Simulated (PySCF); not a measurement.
W(62+): ionisation energy

W(62+) [Ne] 3s2 (1S) → W(63+) [Ne] 3s1 (2S), as a difference of total energies. Computed with PySCF 2.14 in an even-tempered Gaussian basis (17 s from 18 bohr⁻², ratio 2.5; 12 p from 23 bohr⁻², ratio 2.5; 4 d from 84 bohr⁻², ratio 2.7; 4 f from 130 bohr⁻², ratio 2.7), with scalar relativity by spin-free X2C-1e. Correlated levels: outer shells: 1s2 frozen; virtual orbitals above 40 to 60 times the deepest correlated orbital energy dropped. The calculations carry no spin-orbit coupling.

```csv
method,ionisation energy (eV)
UHF,7001.3
LDA,7006.4
PBE,7011.0
PBE0,7008.8
r2SCAN,7000.8
M06-L,7000.5
BHandHLYP,7006.5
MP2 (outer shells),7004.7
SCS-MP2 (outer shells),7005.1
```

Question: How much does correlation contribute at MP2 (outer shells)?

Answer: 7004.7 − (7001.3) = 3.4 eV, measured against UHF.

Breit and QED terms and the two-electron picture change are absent.

For comparison: 7000 ± 7 eV (semi-empirical (NIST evaluation); NIST Atomic Spectra Database, ionization energies).
